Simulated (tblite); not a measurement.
Record of a relaxation.

Compound: C5H13AsSSi.
Numbering: `[SiH3:1][S:2][C@@H:3]1[CH2:4][CH2:5][CH2:6][AsH:7][CH2:8]1` (hydrogens: H9, H10, H11 on Si1; H12 on C3; H13, H14 on C4; H15, H16 on C5; H17, H18 on C6; H19 on As7; H20, H21 on C8)

Computed with GFN2-xTB (tblite), gas phase: L-BFGS steps from a force-field or distance-geometry start until the largest atomic force falls under 0.01 eV/Å. 5 of its 117 geometries are shown.

Step 0: E = -671.4804 eV, largest atomic force 2.232 eV/Å
```
atom  x, y, z in Å  |  force x, y, z in eV/Å
Si1     3.440    0.747   -0.207   -0.119  -0.256   0.266
S2      1.512    0.232   -1.065    0.474   0.080  -0.242
C3      0.500   -0.282    0.372    1.084   0.046   1.186
C4     -0.495   -1.342    0.012    0.612  -1.695  -0.210
C5     -1.533   -0.951   -0.982   -1.115   1.021  -1.129
C6     -2.659   -0.292   -0.200    1.001   0.216   0.175
As7    -1.863    1.433    0.385   -1.130   1.591   1.083
C8     -0.078    0.914    1.083   -0.572  -0.024   0.066
H9      3.425    2.143    0.222   -0.069   0.008  -0.055
H10     3.665   -0.098    0.989   -0.188   0.129  -0.312
H11     4.487    0.494   -1.192   -0.268   0.008  -0.029
H12     1.215   -0.749    1.084    0.015   0.012  -0.326
H13     0.084   -2.183   -0.433   -0.196   0.232   0.450
H14    -1.013   -1.708    0.938    0.635   0.140  -0.551
H15    -1.171   -0.163   -1.698    0.124  -0.933   0.285
H16    -1.928   -1.788   -1.573    0.340  -0.057   0.171
H17    -3.571   -0.154   -0.778   -0.057  -0.033   0.221
H18    -2.784   -0.891    0.726   -0.687   0.420  -0.469
H19    -1.595    2.242   -0.926    0.269  -0.871   0.103
H20     0.619    1.764    1.087   -0.213  -0.150  -0.070
H21    -0.265    0.649    2.156    0.060   0.116  -0.611
```

Step 29: E = -672.2219 eV, largest atomic force 0.206 eV/Å
```
atom  x, y, z in Å  |  force x, y, z in eV/Å
Si1     3.332    0.799   -0.229   -0.021  -0.001  -0.007
S2      1.407    0.369   -1.048    0.019   0.002  -0.088
C3      0.512   -0.270    0.439    0.101   0.087  -0.084
C4     -0.400   -1.407   -0.001    0.009   0.042   0.047
C5     -1.542   -0.993   -0.918    0.007   0.033  -0.075
C6     -2.584   -0.128   -0.230    0.051   0.043   0.067
As7    -1.837    1.591    0.412    0.067   0.100  -0.167
C8     -0.150    0.881    1.174   -0.026  -0.052   0.012
H9      3.350    2.176    0.261    0.032  -0.037  -0.011
H10     3.498   -0.143    0.877    0.051   0.040  -0.020
H11     4.265    0.548   -1.313   -0.021   0.055   0.016
H12     1.300   -0.697    1.071   -0.082  -0.001   0.023
H13     0.228   -2.126   -0.536   -0.089  -0.069   0.124
H14    -0.808   -1.878    0.898    0.005  -0.086   0.013
H15    -1.129   -0.447   -1.767    0.096   0.056  -0.076
H16    -2.003   -1.901   -1.316   -0.090  -0.039   0.034
H17    -3.405    0.086   -0.923    0.020   0.001   0.046
H18    -3.011   -0.646    0.632   -0.033  -0.103   0.028
H19    -1.230    1.925   -0.924    0.006   0.029   0.017
H20     0.572    1.706    1.238   -0.110  -0.024   0.079
H21    -0.373    0.573    2.203    0.010  -0.075   0.022
```

Step 58: E = -672.2777 eV, largest atomic force 0.051 eV/Å
```
atom  x, y, z in Å  |  force x, y, z in eV/Å
Si1     3.302    0.863   -0.284    0.013   0.006  -0.005
S2      1.376    0.337   -1.038    0.034  -0.011  -0.037
C3      0.515   -0.300    0.465   -0.045  -0.009  -0.009
C4     -0.425   -1.430    0.054   -0.006  -0.020  -0.028
C5     -1.533   -1.002   -0.904    0.006  -0.018  -0.001
C6     -2.533   -0.051   -0.264   -0.018  -0.044  -0.007
As7    -1.716    1.662    0.286    0.015   0.032   0.018
C8     -0.182    0.818    1.216   -0.016   0.013   0.024
H9      3.271    2.212    0.273   -0.013  -0.018   0.023
H10     3.624   -0.121    0.746   -0.004   0.019   0.006
H11     4.175    0.760   -1.439   -0.015   0.018  -0.007
H12     1.306   -0.726    1.095   -0.021   0.008  -0.013
H13     0.174   -2.205   -0.428    0.011  -0.040  -0.019
H14    -0.863   -1.862    0.961   -0.013   0.042  -0.008
H15    -1.078   -0.526   -1.778    0.010  -0.017   0.034
H16    -2.054   -1.900   -1.253    0.018   0.001   0.019
H17    -3.354    0.146   -0.960    0.003   0.025  -0.021
H18    -2.977   -0.516    0.624    0.006   0.000   0.019
H19    -1.001    1.867   -1.019    0.017   0.008   0.017
H20     0.542    1.592    1.492    0.009  -0.025  -0.018
H21    -0.577    0.400    2.153    0.012   0.029   0.013
```

Step 87: E = -672.2955 eV, largest atomic force 0.027 eV/Å
```
atom  x, y, z in Å  |  force x, y, z in eV/Å
Si1     3.225    0.933   -0.281    0.016   0.005  -0.002
S2      1.399    0.157   -1.058    0.001  -0.009  -0.024
C3      0.524   -0.393    0.471    0.001  -0.002   0.010
C4     -0.481   -1.481    0.109    0.004  -0.006  -0.002
C5     -1.542   -1.028   -0.889   -0.008   0.004   0.002
C6     -2.493    0.008   -0.309   -0.001   0.010   0.000
As7    -1.595    1.681    0.257   -0.012  -0.009  -0.023
C8     -0.106    0.779    1.201   -0.009   0.005   0.008
H9      2.990    2.188    0.428   -0.011  -0.003   0.001
H10     3.764   -0.068    0.635   -0.008   0.002   0.002
H11     4.023    1.115   -1.479    0.009   0.003   0.009
H12     1.302   -0.839    1.102    0.013  -0.005   0.005
H13     0.065   -2.325   -0.318    0.008  -0.004  -0.003
H14    -0.964   -1.821    1.032    0.002   0.002  -0.004
H15    -1.038   -0.620   -1.769   -0.005   0.007   0.004
H16    -2.111   -1.906   -1.212   -0.008   0.001   0.004
H17    -3.261    0.258   -1.049   -0.007  -0.002   0.011
H18    -3.011   -0.407    0.564    0.002   0.004  -0.002
H19    -0.852    1.855   -1.037    0.010   0.001   0.000
H20     0.662    1.519    1.448    0.005   0.009  -0.009
H21    -0.508    0.414    2.154   -0.003  -0.014   0.014
```

Step 116: E = -672.2969 eV, largest atomic force 0.008 eV/Å
```
atom  x, y, z in Å  |  force x, y, z in eV/Å
Si1     3.220    0.938   -0.266    0.002  -0.003   0.001
S2      1.413    0.143   -1.071    0.002  -0.001   0.002
C3      0.528   -0.397    0.457    0.003   0.002   0.001
C4     -0.479   -1.483    0.095    0.001  -0.001   0.001
C5     -1.554   -1.026   -0.886   -0.003   0.002   0.000
C6     -2.493    0.013   -0.292   -0.001   0.004   0.001
As7    -1.578    1.689    0.233   -0.001  -0.003  -0.002
C8     -0.097    0.779    1.184   -0.002  -0.001  -0.003
H9      2.951    2.192    0.434    0.004   0.005  -0.004
H10     3.742   -0.055    0.669   -0.002   0.005  -0.002
H11     4.049    1.122   -1.442    0.001   0.002   0.003
H12     1.303   -0.846    1.091   -0.001  -0.002   0.001
H13     0.066   -2.322   -0.346   -0.001  -0.002  -0.001
H14    -0.950   -1.833    1.019    0.000  -0.001   0.003
H15    -1.063   -0.618   -1.774   -0.001   0.001  -0.001
H16    -2.130   -1.902   -1.199   -0.002  -0.003  -0.001
H17    -3.283    0.251   -1.010   -0.001   0.002  -0.001
H18    -2.983   -0.392    0.601   -0.003  -0.002  -0.001
H19    -0.838    1.832   -1.066    0.002   0.000   0.002
H20     0.674    1.515    1.433    0.000  -0.004   0.000
H21    -0.506    0.416    2.136    0.002   0.000   0.001
```

**Question.** Summarise the path.

**Answer.** The energy falls by 78.79 kJ/mol from step 0 to step 116; nine tenths of that is first reached at step 28. It falls at every step. The largest force goes from 2.232 to 0.008 eV/Å. Among the bonds As7–H19 changes most, from 1.564 to 1.502 Å; the atoms move by 0.419 Å rms after alignment.

**Question.** Follow the three bonds and two angles with the largest change from start to end.

**Answer.** 
```
step  E above end (kJ/mol)  largest force (eV/Å)  As7–H19 (Å)  Si1–S2 (Å)  C4–C5 (Å)  C6–As7–H19 (°)  C8–As7–H19 (°)
   0                 78.79                 2.232        1.564       2.172      1.490           105.7           106.0
   5                 26.30                 0.518        1.528       2.137      1.523            96.3            98.2
  10                 17.29                 0.258        1.502       2.144      1.529            93.7            96.8
  15                 13.55                 0.208        1.497       2.139      1.524            92.6            95.9
  20                 10.60                 0.167        1.516       2.138      1.523            92.6            95.5
  25                  8.89                 0.177        1.493       2.134      1.527            92.9            95.2
  30                  6.61                 0.281        1.511       2.136      1.522            93.7            94.4
  35                  4.27                 0.118        1.497       2.135      1.524            94.9            94.7
  40                  3.40                 0.124        1.504       2.134      1.525            95.2            94.4
  45                  2.66                 0.095        1.498       2.137      1.526            94.8            94.8
  50                  2.26                 0.067        1.502       2.133      1.525            94.6            95.4
  55                  2.04                 0.059        1.502       2.136      1.525            94.2            95.6
  61                  1.65                 0.057        1.500       2.131      1.526            94.1            95.5
  66                  1.39                 0.044        1.502       2.135      1.525            94.5            95.0
  71                  0.95                 0.056        1.499       2.130      1.525            94.9            94.3
  76                  0.54                 0.074        1.505       2.134      1.527            95.4            94.9
  81                  0.28                 0.060        1.500       2.131      1.525            94.7            94.8
  86                  0.15                 0.028        1.502       2.131      1.525            94.4            95.3
  91                  0.11                 0.020        1.501       2.133      1.526            94.4            95.3
  96                  0.08                 0.022        1.502       2.132      1.525            94.5            95.1
 101                  0.07                 0.014        1.501       2.133      1.526            94.6            94.9
 106                  0.04                 0.019        1.502       2.132      1.525            94.6            95.0
 111                  0.01                 0.015        1.501       2.132      1.526            94.7            95.1
 116                  0.00                 0.008        1.502       2.132      1.525            94.5            95.2
```

What follows is the cost of the whole relaxation. The run took 1.2 s wall on an Arm Neoverse V1 with one thread (shared host).
